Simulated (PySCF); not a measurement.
# r2SCANh on Zn (zinc, neutral)

Configuration: [Ar] 3d10 4s2, closed-shell 1S. Computed with PySCF 2.14 in aug-cc-pwCVTZ-DK, with scalar relativity by spin-free X2C-1e.

| Item | Value |
| --- | --- |
| Total energy | -1795.872 hartree |
| One-electron energy | -2504.074 hartree |
| Hartree (Coulomb) energy | 780.228 hartree |
| Exchange-correlation energy | -72.026 hartree |
| ⟨S²⟩ | 0.0000 |
| ⟨L²⟩ | 0.000 |
| Sum of ⟨r⟩ | 21.75 bohr |
| Sum of ⟨r²⟩ | 32.79 bohr² |
| Langevin diamagnetic susceptibility | -26.0 ×10⁻⁶ cm³/mol |
| Time after the integrals | of the order of 12 core-seconds |

```tsv
shell	electrons	mean orbital energy (eV)	rms radius, mean of both spins (bohr)
1s	2	-9562.7	0.0580
2s	2	-1174.7	0.245
2p	6	-1016.3	0.219
3s	2	-135.84	0.732
3p	6	-87.970	0.776
3d	10	-11.545	1.05
4s	2	-6.489	2.88
```

Densities and radii are taken from the X2C orbitals without a picture-change correction, which distorts them close to the nucleus.
